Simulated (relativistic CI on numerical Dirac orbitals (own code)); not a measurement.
Gd⁷⁺: computed level list

These numbers are calculated, not measured: Dirac-Coulomb-Breit CI, orbitals from a KLI potential per configuration, model QED, unscaled Slater integrals (own radial code, finite nucleus).

Configurations in the expansion (outside the closed core [Kr] 4d10 5s2): 4f6 5p3. The list is cut by size and lacks configurations that can hold low levels.

| No. | Configuration | Term | J | E (cm⁻¹) | % | Landé g |
| --- | --- | --- | --- | --- | --- | --- |
| 1 | 4f6(7F) 5p3(4S°) | 10F° | 3/2 | 0.0 | 69 | 3.040 |
| 2 | 4f6(7F) 5p3(4S°) | 10F° | 5/2 | 1381.5 | 72 | 2.151 |
| 3 | 4f6(7F) 5p3(4S°) | 10F° | 7/2 | 2983.9 | 76 | 1.853 |
| 4 | 4f6(7F) 5p3(4S°) | 10F° | 9/2 | 4532.9 | 79 | 1.716 |
| 5 | 4f6(7F) 5p3(4S°) | 10F° | 11/2 | 5764.8 | 79 | 1.640 |
| 6 | 4f6(7F) 5p3(4S°) | 10F° | 13/2 | 6493.2 | 78 | 1.592 |
| 7 | 4f6(7F) 5p3(4S°) | 10F° | 15/2 | 6636.0 | 74 | 1.560 |
| 8 | 4f6(7F) 5p3(4S°) | 8F° | 1/2 | 22285.3 | 89 | 3.880 |
| 9 | 4f6(7F) 5p3(4S°) | 8F° | 3/2 | 23028.4 | 76 | 2.035 |
| 10 | 4f6(7F) 5p3(4S°) | 8F° | 5/2 | 24270.6 | 60 | 1.746 |
| 11 | 4f6(7F) 5p3(4S°) | 8F° | 7/2 | 26209.5 | 45 | 1.619 |
| 12 | 4f6(7F) 5p3(4S°) | 8F° | 9/2 | 28825.3 | 39 | 1.502 |
| 13 | 4f6(7F) 5p3(4S°) | 8F° | 11/2 | 30781.6 | 41 | 1.457 |
| 14 | 4f6(7F) 5p3(2D°) | 8H° | 5/2 | 31459.9 | 27 | 1.126 |
| 15 | 4f6(7F) 5p3(2D°) | 8H° | 7/2 | 31600.0 | 22 | 1.337 |
| 16 | 4f6(7F) 5p3(2D°) | 8H° | 3/2 | 31744.5 | 22 | 1.035 |
| 17 | 4f6(7F) 5p3(4S°) | 8F° | 13/2 | 32573.9 | 56 | 1.485 |
| 18 | 4f6(5D) 5p3(4S°) | 8D° | 9/2 | 32963.8 | 22 | 1.492 |
| 19 | 4f6(5D) 5p3(4S°) | 8D° | 3/2 | 33194.1 | 32 | 1.589 |
| 20 | 4f6(5D) 5p3(4S°) | 8D° | 5/2 | 35988.0 | 43 | 1.717 |
| 21 | 4f6(5D) 5p3(4S°) | 8D° | 7/2 | 39333.4 | 44 | 1.590 |
| 22 | 4f6(7F) 5p3(4S°) | 6F° | 1/2 | 41407.5 | 47 | -0.236 |
| 23 | 4f6(5D) 5p3(4S°) | 8D° | 9/2 | 42349.8 | 35 | 1.496 |
| 24 | 4f6(7F) 5p3(4S°) | 6F° | 11/2 | 42394.3 | 21 | 1.386 |
| 25 | 4f6(5L) 5p3(4S°) | 8L° | 11/2 | 43061.8 | 58 | 0.818 |
| 26 | 4f6(5L) 5p3(4S°) | 8L° | 9/2 | 43187.5 | 66 | 0.453 |
| 27 | 4f6(5L) 5p3(4S°) | 8L° | 13/2 | 43243.7 | 63 | 0.942 |
| 28 | 4f6(7F) 5p3(4S°) | 6F° | 3/2 | 43250.7 | 36 | 1.133 |
| 29 | 4f6(5L) 5p3(4S°) | 8L° | 15/2 | 43695.5 | 40 | 1.189 |
| 30 | 4f6(5G) 5p3(4S°) | 8G° | 15/2 | 44085.4 | 31 | 1.274 |

Energies count from the lowest computed level; ° marks odd parity. Percentages are summed over parent terms; the parents shown are those of the largest component, closed shells are left out there.

The mean weight of the leading LS term, summed over parents, in these 30 levels is 51 %, and that of the leading jj configuration (from the same eigenvectors) 31 %, so LS coupling describes them better.

At this charge configurations can still be misplaced by up to about 7 % of their energy. Terms inside the open d or f shell come out 10 to 20 % too wide with unscaled integrals. Levels and lines within the n = 5 or 6 shells can be off by up to 10 % or somewhat more, and those that change n by about 2 %, since core polarisation is missing.

LS names give the leading component of a level, which can be under half, so a name can repeat, a term be missing and a line seem to break the LS rules.
